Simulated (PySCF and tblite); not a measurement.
The numbers below are computed, except where a source is named.
## Dynamics report: pyramidal inversion

System: C₄H₁₁NSi, numbered as in [CH2:1]1[CH2:2][NH:3][CH2:4][SiH2:5][CH2:6]1.

Motion: pyramidal inversion at N3. Geometries: GFN2-xTB; energies: PBE0/pcSseg-1 + D3(BJ); zero-point and thermal terms from GFN2-xTB harmonic modes (soft modes blended into free rotors). Rate constants are transition-state-theory values, counting equivalent paths, without tunnelling. (PySCF 2.14 with density fitting, tblite 0.8.)

| point | symmetry | E(GFN2) kcal/mol | E(DFT) kcal/mol | ZPE change kcal/mol | lowest mode cm⁻¹ | dipole D |
| --- | --- | --- | --- | --- | --- | --- |
| start | C1 | 0.0 | 0.0 | 0.00 | 132 | 0.88 |
| saddle | C1 | 5.9 | 3.2 | -1.24 | 670i | 0.91 |
| end | C1 | 0.9 | -1.5 | -0.25 | 127 | 1.23 |

```
Electronic barrier                                      : 3.1 kcal/mol
Barrier with zero-point energy                          : 1.9 kcal/mol
ΔH‡ (298 K)                                             : 1.9 kcal/mol
ΔS‡ (298 K, symmetry apart)                             : 0.4 cal/(mol K)
Paths                                                   : 1 equivalent path
End point                                               : a different minimum
Mean lifetime of the start against this motion at 298 K : 3.5 ps
Cost                                                    : 49 s on 1 thread of Intel Xeon 6975P-C, on a host shared with other jobs (rough), peak memory 0.82 GiB, launched as `OMP_NUM_THREADS=1 python ens_run.py task.json out`
```

```
T/K  ΔG‡ kcal/mol     k s⁻¹  ΔG kcal/mol  k back s⁻¹
200           1.9  3.9×10¹⁰         -1.8       4×10⁸
250           1.8  1.3×10¹¹         -1.8     3.2×10⁹
298           1.8  2.8×10¹¹         -1.8    1.3×10¹⁰
350           1.8  5.3×10¹¹         -1.9    3.7×10¹⁰
400           1.8  8.5×10¹¹         -1.9    8.2×10¹⁰
500           1.8  1.6×10¹²         -1.9    2.5×10¹¹
```

ΔG and ΔG‡ leave out symmetry numbers and mirror images; rates count paths: 1 out, 1 back.
